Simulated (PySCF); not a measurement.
AlBGeH5O, B2GeH5O, CH5B2Ge, B2GeH6N (calculated)

Calculation on a computer-drawn molecule: the log of a Hartree-Fock and frozen-core CCSD(T) single point meant for a local Hartree-Fock minimum, with one planted fault or none, to be diagnosed. Offsets are logged minus clean, where the clean run is the same molecule without the fault. The reference is restricted for singlets and unrestricted otherwise, and also for a bond in bohr or an excited solution. Adding or removing an electron swaps singlet and doublet. The excited solution moves the top pair (singlet) or top alpha electron (doublet) to the lowest empty orbital. Highest occupied and lowest empty are orbital energies over both spins, largest force is the largest gradient component, triples share is (T) over the correlation energy, the T1 limit is 0.02 restricted and 0.045 unrestricted, electrons count all cores, a negative frequency is imaginary (commonest isotopes), and the dipole is about the centre of nuclear charge; on germanium a core potential holds 10 electrons, which the energies leave out, and 3d is frozen in MP2 and coupled-cluster steps. Program: PySCF 2.14.0.

Common to all runs: meant charge 0; meant multiplicity 2; meant basis and core potential on germanium cc-pVDZ-PP ECP10MDF; logged SCF converged yes; possible faults no fault, one electron removed, one electron added, multiplicity raised by two, geometry at a saddle point, SCF held on an excited solution, minimal basis STO-3G, one bond length entered in bohr, all coordinates scaled.

(1) AlBGeH5O

Logged structure:
```xyz
9
AlBGeH5O
B     -2.3729    -2.6740    -0.6167
Al    -0.5408    -1.9943    -1.2851
O      0.4160    -2.9162    -2.3353
Ge     0.3796     0.2186    -0.5942
H     -3.4331    -3.0296    -0.2105
H      0.2704    -3.7638    -2.7194
H      1.7343     0.0797     0.1190
H      0.5991     1.1492    -1.7981
H     -0.5606     0.9585     0.3747
```

- meant basis: cc-pV(D+d)Z
- logged electrons: 63
- logged basis functions: 99
- logged spin squared: 3.7722
- logged highest occupied: -8.4308 eV
- logged lowest empty: -1.2565 eV
- logged largest force: 0.011368 hartree/bohr
- logged T1 diagnostic: 0.030262
- logged D1 diagnostic: 0.16302
- logged triples share: 0.026354
- logged CC converged: yes
- logged dipole magnitude: 1.1113 debye
- logged SCF stable within its kind: yes
- logged energy HF: -637.64665 hartree
- logged energy CCSD(T): -638.10496 hartree
- planted fault: multiplicity raised by two
- HF energy offset from clean run: 56.85 kcal/mol
- CCSD(T) energy offset from clean run: 61.97 kcal/mol

Drawn bonds:
```
atom  other atom  order
   1           2      1
   2           3      1
   2           4      1
   1           5      1
   3           6      1
   4           7      1
   4           8      1
   4           9      1
```

(2) B2GeH5O

Logged structure:
```xyz
9
B2GeH5O
B      0.7494    -0.3168    -2.2678
B     -1.0290     1.5120    -0.7138
Ge     0.0758     2.6285     0.6396
O      1.7536     2.0397     0.3418
H      1.4943    -1.0204    -2.8546
H     -2.2153     1.6167    -0.8253
H      0.0506     4.1487     0.4035
H     -0.2653     2.3805     2.1194
H      2.4365     2.4315     0.8656
```

* meant basis: cc-pVDZ
* logged electrons: 55
* logged basis functions: 90
* logged spin squared: 1.2689
* logged highest occupied: -7.8528 eV
* logged lowest empty: 1.2477 eV
* logged largest force: 0.02209 hartree/bohr
* logged T1 diagnostic: 0.068997
* logged D1 diagnostic: 0.35759
* logged triples share: 0.023113
* logged CC converged: yes
* logged dipole magnitude: 0.28561 debye
* logged SCF stable within its kind: yes
* logged energy HF: -420.30331 hartree
* logged energy CCSD(T): -420.77567 hartree
* planted fault: one bond length entered in bohr, row 1 of the drawn bonds
* HF energy offset from clean run: 97.12 kcal/mol
* CCSD(T) energy offset from clean run: 107.5 kcal/mol

Drawn bonds:
```
atom  other atom  order
   1           2      1
   2           3      1
   3           4      1
   1           5      1
   2           6      1
   3           7      1
   3           8      1
   4           9      1
```

Notes: T1 above single-reference limit.

(3) CH5B2Ge

Logged structure:
```xyz
9
CH5B2Ge
B     -0.9824    -2.0146     1.3889
C     -0.3298    -0.7939     1.3270
Ge     1.1260    -0.5459     0.1089
B      2.1601     1.1288    -0.1020
H     -1.5005    -3.0697     1.4001
H     -0.5971     0.0582     1.9427
H      1.3838    -1.8279    -0.6866
H      1.8803     2.0804     0.5689
H      3.0522     1.1642    -0.8994
```

* meant basis: cc-pVDZ
* logged electrons: 53
* logged basis functions: 90
* logged spin squared: 0.7887
* logged highest occupied: -7.0846 eV
* logged lowest empty: 0.86859 eV
* logged largest force: 1.678e-05 hartree/bohr
* logged lowest frequency: 74.988 cm⁻¹
* logged T1 diagnostic: 0.021232
* logged D1 diagnostic: 0.065191
* logged triples share: 0.035803
* logged CC converged: yes
* logged dipole magnitude: 2.6187 debye
* logged SCF stable within its kind: yes
* logged energy HF: -383.42298 hartree
* logged energy CCSD(T): -383.86179 hartree
* planted fault: no fault
* HF energy offset from clean run: 0 kcal/mol
* CCSD(T) energy offset from clean run: 0 kcal/mol

Drawn bonds:
```
atom  other atom  order
   1           2      1
   2           3      2
   3           4      1
   1           5      1
   2           6      1
   3           7      1
   4           8      1
   4           9      1
```

(4) B2GeH6N

Logged structure:
```xyz
10
B2GeH6N
B     -1.0130    -3.2865     0.7457
Ge    -0.6166    -1.3724     1.4331
B     -0.0695    -0.1285    -0.1650
N      1.1999     0.4226    -0.2345
H     -1.9907    -3.7997     0.2829
H     -1.8541    -0.7972     2.1528
H      0.5117    -1.4296     2.4836
H     -0.8502     0.1223    -1.0440
H      1.9093     0.2696     0.4521
H      1.4892     1.0220    -0.9808
```

* meant basis: cc-pVDZ
* logged electrons: 55
* logged basis functions: 95
* logged spin squared: 0.7862
* logged highest occupied: -7.5699 eV
* logged lowest empty: 0.55619 eV
* logged largest force: 0.036225 hartree/bohr
* logged dipole magnitude: 2.5458 debye
* logged SCF stable within its kind: no
* logged energy HF: -400.60885 hartree
* planted fault: SCF held on an excited solution
* HF energy offset from clean run: 21.67 kcal/mol

Drawn bonds:
```
atom  other atom  order
   1           2      1
   2           3      1
   3           4      1
   1           5      1
   2           6      1
   2           7      1
   3           8      1
   4           9      1
   4          10      1
```

Notes: coupled-cluster numbers left out as unreliable.

(5) CH5B2Ge

Logged structure:
```xyz
9
CH5B2Ge
B     -1.7013    -2.1074    -0.5722
Ge    -1.0038    -0.2531     0.1180
B      1.0728    -0.1941     0.1289
C      2.4734    -0.2308     0.1154
H     -1.1783    -3.0290    -1.1501
H     -1.5691     0.8366    -0.8272
H     -1.5465     0.0174     1.5411
H      3.0287    -1.0838    -0.2935
H      3.0847     0.5899     0.5097
```

* meant basis: cc-pVDZ
* logged electrons: 53
* logged basis functions: 90
* logged spin squared: 0.7667
* logged highest occupied: -8.6436 eV
* logged lowest empty: 0.88337 eV
* logged largest force: 0.0079717 hartree/bohr
* logged T1 diagnostic: 0.017899
* logged D1 diagnostic: 0.049534
* logged triples share: 0.033579
* logged CC converged: yes
* logged dipole magnitude: 0.64178 debye
* logged SCF stable within its kind: yes
* logged energy HF: -383.37806 hartree
* logged energy CCSD(T): -383.80836 hartree
* planted fault: all coordinates scaled, by +1.0 %
* HF energy offset from clean run: 0.4968 kcal/mol
* CCSD(T) energy offset from clean run: -0.4021 kcal/mol

Drawn bonds:
```
atom  other atom  order
   1           2      1
   2           3      1
   3           4      2
   1           5      1
   2           6      1
   2           7      1
   4           8      1
   4           9      1
```

(6) CH5B2Ge

Logged structure:
```xyz
9
CH5B2Ge
B     -1.6845    -2.0865    -0.5666
Ge    -0.9939    -0.2506     0.1169
B      1.0622    -0.1922     0.1277
C      2.4489    -0.2285     0.1143
H     -1.1666    -2.9990    -1.1387
H     -1.5535     0.8283    -0.8190
H     -1.5312     0.0172     1.5258
H      2.9987    -1.0731    -0.2906
H      3.0542     0.5840     0.5046
```

* meant basis: cc-pVDZ
* logged electrons: 53
* logged basis functions: 90
* logged spin squared: 0.7626
* logged highest occupied: -8.7259 eV
* logged lowest empty: 0.89964 eV
* logged largest force: 7.757e-06 hartree/bohr
* logged lowest frequency: 50.993 cm⁻¹
* logged T1 diagnostic: 0.017022
* logged D1 diagnostic: 0.04972
* logged triples share: 0.033182
* logged CC converged: yes
* logged dipole magnitude: 0.59903 debye
* logged SCF stable within its kind: yes
* logged energy HF: -383.37885 hartree
* logged energy CCSD(T): -383.80772 hartree
* planted fault: no fault
* HF energy offset from clean run: 0 kcal/mol
* CCSD(T) energy offset from clean run: 0 kcal/mol

Drawn bonds:
```
atom  other atom  order
   1           2      1
   2           3      1
   3           4      2
   1           5      1
   2           6      1
   2           7      1
   4           8      1
   4           9      1
```

(7) B2GeH6N

Logged structure:
```xyz
10
B2GeH6N
B      0.2150     2.3663    -1.5736
Ge    -1.1834     0.9059    -1.1306
N     -0.8139     0.1643     0.5359
B     -1.7290    -0.2546     1.5055
H      0.2467     3.2665    -2.3582
H     -1.0740    -0.1824    -2.2117
H     -2.6241     1.4125    -1.0619
H      0.1593     0.0438     0.7474
H     -2.9103    -0.1319     1.3073
H     -1.3336    -0.7329     2.5378
```

- meant basis: cc-pVDZ
- logged electrons: 55
- logged basis functions: 95
- logged spin squared: 3.7637
- logged highest occupied: -8.2395 eV
- logged lowest empty: -2.0118 eV
- logged largest force: 0.044263 hartree/bohr
- logged T1 diagnostic: 0.02655
- logged D1 diagnostic: 0.14946
- logged triples share: 0.029706
- logged CC converged: yes
- logged dipole magnitude: 1.7754 debye
- logged SCF stable within its kind: yes
- logged energy HF: -400.52428 hartree
- logged energy CCSD(T): -400.9938 hartree
- planted fault: multiplicity raised by two
- HF energy offset from clean run: 75.61 kcal/mol
- CCSD(T) energy offset from clean run: 80.78 kcal/mol

Drawn bonds:
```
atom  other atom  order
   1           2      1
   2           3      1
   3           4      1
   1           5      1
   2           6      1
   2           7      1
   3           8      1
   4           9      1
   4          10      1
```

(8) B2GeH6N

Logged structure:
```xyz
10
B2GeH6N
B     -1.2699     2.4233     1.1171
N     -0.4215     1.9732     0.0800
B      0.8267     2.6270    -0.1676
Ge    -0.8835     0.5004    -1.0112
H     -2.3303     1.9349     1.4007
H      1.5382     2.2255    -1.0524
H      1.1632     3.5645     0.4976
H     -2.2663     0.0231    -0.5813
H     -0.8889     0.9661    -2.4660
H      0.1629    -0.5946    -0.8106
```

* meant basis: cc-pVDZ
* logged electrons: 55
* logged basis functions: 95
* logged spin squared: 0.7927
* logged highest occupied: -5.9187 eV
* logged lowest empty: 0.3312 eV
* logged largest force: 0.056993 hartree/bohr
* logged dipole magnitude: 1.2025 debye
* logged SCF stable within its kind: no
* logged energy HF: -400.58982 hartree
* planted fault: SCF held on an excited solution
* HF energy offset from clean run: 58.59 kcal/mol

Drawn bonds:
```
atom  other atom  order
   1           2      1
   2           3      1
   2           4      1
   1           5      1
   3           6      1
   3           7      1
   4           8      1
   4           9      1
   4          10      1
```

Notes: coupled-cluster numbers left out as unreliable.
